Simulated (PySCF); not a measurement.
GaI3, SMILES [I][Ga]([I])[I].

Geometry optimised at B3LYP-D3(BJ)/def2-SVP. The isomer is the one that the SMILES or the coordinates give; other isomers of the formula were not compared. The def2 effective core potentials stand for the cores of I; spin–orbit coupling is left out.

Calculation: C-PCM-B3LYP/def2-SVP run with PySCF.

The values are the electrostatic part of the solvation free energy, E(continuum) − E(gas) at the gas-phase geometry, in a cavity of scaled van der Waals radii (PySCF's table); cavitation and dispersion terms are not included. A continuum can't describe solvent molecules that bind to the metal. In vacuum the orbital gap is 4.52 eV. The dipole moment in vacuum is 0.00 D.

| solvent | ε | ΔG(elec) (kcal/mol) | dipole (D) | gap (eV) |
|---|---|---|---|---|
| water | 78.36 | -3.2 | 0.00 | 4.65 |
| benzene | 2.27 | -1.7 | 0.00 | 4.59 |
| dimethylsulfoxide | 46.83 | -3.2 | 0.00 | 4.65 |
